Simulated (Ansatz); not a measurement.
The cluster Rb₂F₃⁻, relaxed as a singlet with RKS PBE0-D4/def2-SVPD in Ansatz, starting from the GFN1-xTB geometry. Force threshold 0.02 eV/Å.

In the def2 sets Rb takes a core potential; there is no spin–orbit coupling. The structure comes from a short search, and lower isomers may exist.

Start:

```xyz
5

Rb    1.092   -2.315   -0.034
Rb   -0.652    1.092   -0.103
F    -0.633   -1.191   -1.183
F     1.617   -0.817    1.593
F    -1.424    3.230   -0.274
```

(1) Estimate the energy that the relaxation releases and the steps that it takes.

(2) Does the start keep its bonding and symmetry?

(3) Predict the relaxed structure.

Results:

(1) 0.52 eV, in 7 steps; 18 s on 2 threads of Arm Neoverse V2 on a shared host. No frequencies were taken in this run, so the end may be a saddle point.

(2) By distances, no bond broke or formed. The bond that changes most is Rb2–F4, from 3.42 to 2.81 Å (atoms count from 1). The end is the same structure that another start reached, the lowest one found.

(3) 
| atom | x (Å) | y (Å) | z (Å) |
| --- | --- | --- | --- |
| Rb1 | 1.066 | -2.471 | 0.053 |
| Rb2 | -0.436 | 1.006 | -0.020 |
| F3 | -0.654 | -1.425 | -1.410 |
| F4 | 1.446 | -0.458 | 1.466 |
| F5 | -1.422 | 3.348 | -0.090 |
Bond lengths (bridged metal pairs left out): 5 × F–Rb 2.49 to 2.81 Å.
